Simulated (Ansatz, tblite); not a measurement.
Removing and adding an electron: Na₈Cl₈ (started as a model of: 2x2x4 NaCl rock-salt block). The state is a singlet with charge 0. Geometry: PBE-D4/def2-SVP. Ansatz, gas phase; energy differences of separate SCF runs; the oxidised species was run as a doublet alone; the reduced species was run as a doublet alone.

```xyz
16

Na    2.883    2.385    2.015
Cl    2.368    0.658    0.096
Na    1.229   -1.043   -1.609
Cl    0.489   -2.788   -3.482
Cl    0.987    4.121    1.478
Na    0.122    2.263   -0.226
Cl   -0.820    0.739   -2.198
Na   -1.625   -1.250   -3.722
Cl    1.721    1.108    3.994
Na    0.794   -0.494    2.076
Cl   -0.050   -2.420    0.440
Na   -0.999   -3.816   -1.579
Na   -0.259    2.681    3.286
Cl   -1.498    1.023    1.662
Na   -2.145   -0.725   -0.242
Cl   -3.198   -2.441   -1.990
```

The xTB rows come from tblite.

```
           level  −HOMO (eV)  vertical IE (eV)  −LUMO (eV)  vertical EA (eV)  HOMO–LUMO gap (eV)  IE − EA (eV)                       remarks
 PBE-D4/def2-SVP        6.40                 –        1.40              0.32                5.00             –  HOMO above zero (-1 doublet)
PBE0-D4/def2-SVP        7.78              9.12        0.79              0.05                6.99          9.07  HOMO above zero (-1 doublet)
```

Q: Estimate the rows for GFN1-xTB, GFN2-xTB.

A: 
| level | −HOMO (eV) | vertical IE (eV) | −LUMO (eV) | vertical EA (eV) | HOMO–LUMO gap (eV) | IE − EA (eV) |
| --- | --- | --- | --- | --- | --- | --- |
| GFN1-xTB | 12.38 | 13.69 | 6.48 | 4.81 | 5.90 | 8.87 |
| GFN2-xTB | 11.16 | 12.81 | 8.99 | 6.94 | 2.18 | 5.87 |

Relaxing the oxidised species (PBE-D4/def2-SVP) changes its energy by -0.50 eV at PBE0-D4/def2-SVP, so the adiabatic ionisation energy to this nearest minimum is 8.62 eV.  Run but left out: PBE-D4/def2-SVP (charge +1 doublet: an occupied level 0.00 eV above an empty one).   A HOMO above zero means that the electron is unbound at that level or that self-interaction error raises the level; the energy of removing that electron tells which. Raw xTB energy differences between charge states are shifted by several eV; the methods need an empirical correction for them. Sets without diffuse functions give affinities that are too small.
